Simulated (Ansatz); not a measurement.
Ansatz (a program for electronic structure) input (MP2/6-31G*):

Ansatz 0.2 input:
```yaml
crystal:
  periodic: [false, false, false]
  atoms:
    - {symbol: Cl, position_ang: [-0.19477400, 0.86765600, -1.55739100]}
    - {symbol: C, position_ang: [-0.30337200, 0.04547400, 0.05466500]}
    - {symbol: Cl, position_ang: [-2.01233100, 0.15812500, 0.63518100]}
    - {symbol: C, position_ang: [0.73382400, 0.67083700, 1.00756800]}
    - {symbol: Si, position_ang: [1.92085500, -0.70793600, 0.45160100]}
    - {symbol: C, position_ang: [0.22824400, -1.39471200, -0.07996500]}
    - {symbol: H, position_ang: [0.42505600, 0.49964000, 2.03995700]}
    - {symbol: H, position_ang: [0.91577800, 1.72947700, 0.85657500]}
    - {symbol: H, position_ang: [2.63238300, -1.44472500, 1.52020300]}
    - {symbol: H, position_ang: [2.85718900, -0.36408500, -0.63676400]}
    - {symbol: H, position_ang: [-0.18918200, -2.00983200, 0.71869500]}
    - {symbol: H, position_ang: [0.03541800, -1.86723500, -1.03713000]}
basis:
  gaussian:
    orbitals: 6-31G*
magnetization: {spin_polarized: false}
correlation: {method: mp2, electrons: outside_noble_gas}
```

Output:

```
Functional definition: HF
integrals: 0.09 GiB planned
1121 factors; integrals over basis functions are off by at most 1.1e-3 eV
mean field: 0.63 GiB planned
mean field evaluation 1: about -36050.4870 eV, gradient 3.1e1 eV
mean field evaluation 2: about -36050.6034 eV, gradient 3.1e1 eV
mean field evaluation 4: about -36053.6273 eV, gradient 4.0e0 eV
mean field evaluation 8: about -36053.6967 eV, gradient 4.9e-4 eV
mean field -36053.69671147 eV, -1324.9489160731 hartree, gradient 4.2e-6 eV, S^2 0.000000; 0 other end points of the search recorded, 0 dependent functions left out
18 core orbitals not correlated
reference -36053.69671147 eV, -1324.9489160731 hartree; 18, 18 occupied and 78, 78 virtual orbitals, 1121 factors
second order -20.05966272 eV of doubles, -0.00000000 eV of singles
Total energy: -36073.75637418 eV, -1325.6860950809 hartree
```

The geometry given is a B3LYP-D3(BJ)/def2-TZVP minimum.
